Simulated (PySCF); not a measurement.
Working out the ionisation energy of Co

Co [Ar] 3d7 4s2 (4F) → Co⁺ [Ar] 3d8 (3F). Calculation: PySCF 2.14, in x2c-SVPall (5s3p3d1f, 36 functions); scalar relativity by spin-free X2C-1e. Frozen: [Ar]. Energies in hartree (1 hartree = 27.21139 eV):

```tsv
part	Co (lower)	Co⁺ (upper)
UHF	-1391.640181	-1391.337194
MP2 opposite-spin	-0.092798	-0.115406
MP2 same-spin	-0.056327	-0.073137
```

Question: What does Hartree-Fock give?

Answer: (-1391.337194) − (-1391.640181) = 0.302987 hartree = 8.245 eV.

Question: What do MP2 and SCS-MP2 (6/5 opposite-spin, 1/3 same-spin) give?

Answer: The opposite-spin parts differ by -0.615 eV and the same-spin parts by -0.457 eV. MP2: 8.245 + (-0.615) + (-0.457) = 7.173 eV. SCS-MP2: 8.245 + 1.2 × (-0.615) + (-0.457)/3 = 7.355 eV.

Measured between the centres of the two terms (NIST): 7.869 eV, so MP2 (valence) is off by -0.696 eV.

A double-zeta basis recovers only part of the correlation energy.

What remains against the reference includes basis incompleteness, the frozen core and correlation beyond second order.
